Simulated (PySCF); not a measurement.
## Telling isomers of C6H12OSi2 apart by NMR

Computational details: structure optimised with GFN2-xTB, PBE0/pcSseg-1 with gauge-including orbitals, in PySCF 2.14.0 with density-fitted response routines (averaged over atoms made equivalent by symmetry, fast rotation or ring inversion, gas phase, a single conformation, no relativistic terms).

Chemical shifts δ = σref − σ; ¹H and ¹³C vs TMS, all at this level. Where no couplings were computed, multiplicities follow the n + 1 count of equivalent neighbours, and m marks all less simple cases (inequivalent or close neighbours, rings, F or P nearby). Shifts are as computed. Against solution values, carbons near 30 ppm lie about +3 ppm off and those near 130 ppm about +5 ppm. Of 1211 compounds with measured shifts, 218 miss one by over three times the rms of a fit or turn the order of signals round; such compounds aren't used in these exercises.

(1) Tabulate the signals of `CC#C[SiH2]O[SiH2]C1CC1`, `C#C[Si@@H](OC1CC1)[SiH2]C`, `C[SiH2]c1ccc(C[SiH3])o1` and their relative energies.

(2) What is the quickest way to tell CC#C[SiH2]O[SiH2]C1CC1 from C#C[Si@@H](OC1CC1)[SiH2]C?

(3) What is the quickest way to tell C#C[Si@@H](OC1CC1)[SiH2]C from C[SiH2]c1ccc(C[SiH3])o1?

(4) What is the quickest way to tell CC#C[SiH2]O[SiH2]C1CC1 from C[SiH2]c1ccc(C[SiH3])o1?

## Answers

(1) 
| SMILES | carbon types | δC | δH | E rel. (kcal/mol) |
| --- | --- | --- | --- | --- |
| CC#C[SiH2]O[SiH2]C1CC1 | 2×C 1×CH 2×CH2 1×CH3 | 112.5, 86.8, 5.9, 3.6, -2.4 | 5.22 (s, 2H), 4.97 (d, 2H), 2.10 (s, 3H), 0.67 (m, 2H), 0.34 (m, 1H), 0.14 (m, 2H) | 0.0 |
| C#C[Si@@H](OC1CC1)[SiH2]C | 1×C 2×CH 2×CH2 1×CH3 | 105.7, 90.5, 51.1, 9.4, 8.2, -11.4 | 5.47 (m, 1H), 3.87 (m, 1H), 3.63 (m, 1H), 3.46 (m, 1H), 2.16 (d, 1H), 0.92 (m, 1H), 0.62 (m, 1H), 0.47 (m, 1H), 0.46 (m, 1H), 0.26 (m, 3H) | 37.4 |
| C[SiH2]c1ccc(C[SiH3])o1 | 2×C 2×CH 1×CH2 1×CH3 | 166.0, 154.9, 129.7, 111.5, 14.1, -9.2 | 6.86 (m, 1H), 6.23 (m, 1H), 4.75 (q, 2H), 3.98 (t, 3H), 2.41 (q, 2H), 0.35 (t, 3H) | 6.0 |

Energies are electronic energies at PBE0/pcSseg-1 on these geometries, without zero-point or thermal terms, each for the one conformer computed, which needn't be the lowest.

(2) Count the carbon signals: 5 against 6. The first has a three-membered-ring carbon (CH) at -2.4 ppm, the second a terminal alkyne carbon (CH) at 105.7 ppm. Their most deshielded carbons lie at 112.5 and 105.7 ppm.

(3) Both give the same number of carbon signals, but DEPT or the intensities differ. The first has an alkyne carbon (C) at 90.5 ppm, the second a substituted aromatic carbon next to the ring oxygen (C) at 166.0 ppm. Their most deshielded carbons lie at 105.7 and 166.0 ppm. In the proton spectra the most deshielded non-exchanging signals are 5.47 (m, 1H) and 6.86 (m, 1H).

(4) Count the carbon signals: 5 against 6. The first has an alkyne carbon (C) at 86.8 ppm, the second an aromatic CH at 129.7 ppm. Their most deshielded carbons lie at 112.5 and 166.0 ppm. In the proton spectra the most deshielded non-exchanging signals are 5.22 (s, 2H) and 6.86 (m, 1H).
